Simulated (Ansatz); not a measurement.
Consider the redistribution: `[CH3][SnH2][BH][SiH3]` + `C[Se]C#N` → `C[Se]B[SiH3]` + `[CH3][SnH2][C]#N`.

Program: Ansatz. Geometries: PBE0-D4/def2-TZVP. ΔE: electronic, gas phase. CCSD(T)/CBS adds triple-zeta CCSD(T) − MP2 to the extrapolated MP2 energy (def2 sets, frozen cores). DFT in def2-TZVPP. B3LYP here is the variant with VWN-RPA as its local correlation; programs differ in this. Elements past krypton have def2 core potentials. For Se, Sn outer-core shells are correlated without core-valence functions, which leaves a few kJ/mol of doubt a bond. Scalar relativity is left out up to krypton. One conformer a species, not always the lowest.

`[CH3][SnH2][BH][SiH3]`:

Z-matrix (Å, degrees):
```
C
Sn 1 2.146
H 1 1.090 2 109.9
H 1 1.090 2 110.3 3 -120.1
H 1 1.090 2 110.0 3 119.7
B 2 2.251 1 113.1 3 -59.0
H 2 1.715 1 108.7 3 177.3
H 2 1.717 1 108.3 3 61.7
Si 6 2.001 2 121.4 1 4.4
H 6 1.196 2 117.6 1 -172.1
H 9 1.497 6 103.9 2 -79.9
H 9 1.488 6 116.2 2 161.6
H 9 1.490 6 112.4 2 35.6
```

`C[Se]C#N`:

```xyz
7

C    -0.070    0.894    0.494
Se   -0.503   -0.984    0.786
C     0.103   -1.591   -0.829
N     0.479   -1.998   -1.843
H     1.001    1.005    0.350
H    -0.384    1.406    1.403
H    -0.627    1.270   -0.360
```

`C[Se]B[SiH3]`:

```xyz
11

C    -0.446   -2.473   -0.092
Se   -1.033   -0.652   -0.480
B     0.375    0.417    0.165
Si    0.221    2.408   -0.017
H    -0.367   -3.022   -1.028
H    -1.185   -2.948    0.552
H     0.520   -2.430    0.406
H     1.318   -0.121    0.664
H     1.360    2.940   -0.820
H    -1.046    2.830   -0.675
H     0.283    3.053    1.326
```

`[CH3][SnH2][C]#N`:

Cartesian coordinates in Å:
```
C 0.115 -0.575 -1.314
Sn -0.277 -0.313 0.760
C 0.270 1.686 1.212
N 0.575 2.776 1.428
H -0.137 -1.592 -1.613
H -0.485 0.130 -1.889
H 1.171 -0.392 -1.510
H 0.691 -1.286 1.763
H -1.925 -0.435 1.162
```

(1) Is it downhill or uphill in electronic energy at CCSD(T)/CBS, and by how much? (Best estimate.)

(2) What do these levels give: PBE-D4, PBE0-D4, ωB97M-V, B2PLYP, PBE, PBE0, B3LYP, MP2/def2-TZVPP, HF/def2-QZVPP, SCS-MP2/def2-QZVPP, MP2/CBS(def2), CCSD/CBS(def2)? (Best estimate.)

Largest T1 diagnostic among the species: 0.014.

Results:

(1) Computed: Downhill: ΔE = -42.1 kcal/mol.

(2) Ansatz gave: PBE-D4 -38.9, PBE0-D4 -39.9, ωB97M-V -41.4, B2PLYP -41.7, PBE -39.2, PBE0 -40.2, B3LYP -40.3, MP2/def2-TZVPP -43.0, HF/def2-QZVPP -41.6, SCS-MP2/def2-QZVPP -42.2, MP2/CBS(def2) -43.0, CCSD/CBS(def2) -41.7 kcal/mol.

From PBE to PBE0 (25 % exact exchange), in def2-TZVPP and without D4, ΔE moves by −1.0 kcal/mol.
